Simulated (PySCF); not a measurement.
LaH3(NH3) at several levels of theory

Computed with PySCF 2.14.0 (density fitting, no spin-orbit coupling) at the geometry relaxed with PBE0:

```xyz
8
LaH3(NH3) (singlet)
La    0.2385   -0.2385    0.2385
H     1.3879    1.1738    1.3879
H    -1.1738   -1.3879    1.3879
H     1.3879   -1.3879   -1.1738
N    -1.3247    1.3247   -1.3247
H    -1.9391    1.9391   -0.7857
H    -0.7857    1.9391   -1.9391
H    -1.9391    0.7857   -1.9391
```

```tsv
level	basis	state	HOMO (eV)	gap (eV)	charge on La1 (e)	population of f-type functions on La1 (core shells left out)	dipole about the centre of mass (D)	largest force component (eV/Å)
PBE0	La def2-SVP with ECP46, H def2-SVP, N def2-SVP	singlet	-6.02	5.04	0.77	0.05	7.60	0.01
PBE0	La def2-TZVP with ECP46, H def2-TZVP, N def2-TZVP	singlet	-6.10	5.08	0.85	0.06	7.44	0.24
```

Charges are Mulliken's, which hang on the basis. The relaxation used the grid (50, 194), these runs (75, 302) or, all-electron (x2c bases, spin-free X2C Hamiltonian), (99, 590).

(1) A further run in the first row's basis gives HOMO (eV) -7.37, gap (eV) 6.96, charge on La1 (e) 0.81, population of f-type functions on La1 (core shells left out) 0.06, dipole about the centre of mass (D) 7.77, largest force component (eV/Å) 0.07. Which level was it?
A. CAM-B3LYP
B. TPSS

Answers

(1) A. The others give HOMO -5.06 eV (TPSS).
